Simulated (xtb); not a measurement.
Be(Me)(NMe2) (C3H9BeN), SMILES [Be]([CH3])[N](C)C. All values are semi-empirical tight-binding results from xtb (GFN2-xTB unless named), good for trends rather than for accurate numbers. The structure is a stationary point at GFN2-xTB. The structure was generated by enumeration; whether it is a known compound was not checked. One conformer was computed; it need not be the lowest.

Optimised geometry:

```xyz
14

Be     0.6144     0.5561    -0.5108
C      1.7086     1.5683    -1.3947
H      2.7398     1.2196    -1.3921
H      1.7607     2.5824    -1.0003
H      1.4611     1.6946    -2.4470
N     -0.3404    -0.3165     0.2745
C     -1.2113     0.1641     1.3201
C     -0.5059    -1.7374     0.0846
H     -2.2645    -0.0269     1.0742
H     -0.9935    -0.3344     2.2740
H     -1.0740     1.2350     1.4489
H     -0.2696    -2.2877     1.0051
H     -1.5400    -1.9794    -0.1951
H      0.1568    -2.0820    -0.7056
```

The geometry has at least one imaginary mode, so it is a saddle point at that level.

For metal compounds this method's bond lengths and energies can be far off.

The orbital gap is 5.07 eV.

Computed IR lines (harmonic; lines under 4 % of the strongest left out, lines within 3 cm⁻¹ merged):
ν (cm⁻¹): 198 (m), 337 (w), 570 (vs), 608 (s), 922 (w), 1108 (s), 1181 (m), 1336 (s), 1393 (w), 2865 (s), 2894 (w), 2904 (s), 2987 (m), 2995 (m), 3020 (m) (against the strongest line: vs over 80 %, s over 45 %, m over 15 %, w over 4 %, vw less)

**Question.** Give the atomic charges and the Wiberg bond orders between heavy atoms. (An estimate is asked for; the answer gives what the named calculation found.)

**Answer.** charges (e) Be1 0.51, C2 -0.29, H3 0.02, H4 0.02, H5 0.02, N6 -0.35, C7 -0.01, C8 -0.01, H9 0.02, H10 0.02, H11 0.02, H12 0.02, H13 0.02, H14 0.02. Bond orders Be1–C2 0.97, Be1–N6 1.12, N6–C7 1.03, N6–C8 1.03.
